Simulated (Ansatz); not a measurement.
`[F][Hf]([F])([Cl])[Cl]`, relaxed with RKS PBE-D4/def2-SVP in Ansatz from a rough embedded geometry. The force threshold is 0.03 eV/Å; the program also tests the step.

Total charge 0; spin multiplicity 1. Hf: def2 effective core potential.

Start:

```xyz
5

F    -2.081    1.395   -0.496
Hf    0.135    0.398    0.107
F    -0.368   -1.601   -1.372
Cl    2.460    0.458   -0.600
Cl   -0.147   -0.651    2.360
```

| step | energy (eV) | largest force (eV/Å) | largest move (Å) |
| --- | --- | --- | --- |
| 1 | -31762.8044 | 5.270 | 0.000 |
| 2 | -31765.7600 | 4.160 | 0.195 |
| 3 | -31767.6725 | 1.863 | 0.195 |
| 4 | -31768.0518 | 1.333 | 0.195 |
| 5 | -31768.1956 | 0.535 | 0.200 |
| 6 | -31768.2222 | 0.028 | 0.083 |

End:

```xyz
5

F    -1.357    1.348   -0.429
Hf   -0.068   -0.004   -0.059
F    -0.455   -1.518   -1.146
Cl    2.083    0.785   -0.572
Cl   -0.202   -0.611    2.206
```

Run time 8.6 s (4 threads of a server CPU on a shared host); peak host memory 0.2 GiB.
